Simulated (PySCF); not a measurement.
C₂H₄F₂, SMILES FCCF.

The structure is a stationary point at PBE0-D3(BJ)/def2-SVP. One conformer was computed; it need not be the lowest.

The numbers are results of PBE0-D3(BJ)/def2-SVP (PySCF), not measurements.

Frequencies are harmonic and unscaled.

Computed normal modes with their intensities:
| mode | ν (cm⁻¹) | IR (km/mol) | moving atoms (share of kinetic energy) |
|---|---|---|---|
| 1 | 154 | 3.4 | F 68 %, H 16 %, C 15 % |
| 2 | 328 | 0.3 | F 42 %, H 37 %, C 21 % |
| 3 | 500 | 14.7 | H 40 %, C 37 %, F 23 % |
| 4 | 896 | 21.2 | C 44 %, H 39 %, F 17 % |
| 5 | 922 | 32.3 | H 48 %, C 34 %, F 19 % |
| 6 | 1136 | 1.2 | C 55 %, H 43 % |
| 7 | 1140 | 55.1 | C 50 %, F 31 %, H 19 % |
| 8 | 1173 | 90.2 | C 44 %, F 31 %, H 26 % |
| 9 | 1269 | 6.6 | H 89 % |
| 10 | 1311 | 2.7 | H 93 % |
| 11 | 1402 | 10.7 | H 77 %, C 22 % |
| 12 | 1453 | 21.5 | H 62 %, C 38 % |
| 13 | 1476 | 10.8 | H 91 %, C 9 % |
| 14 | 1482 | 4.0 | H 86 %, C 13 % |
| 15 | 3051 | 14.2 | H 95 % |
| 16 | 3060 | 33.2 | H 95 % |
| 17 | 3115 | 18.7 | H 90 %, C 10 % |
| 18 | 3127 | 38.2 | H 90 %, C 10 % |
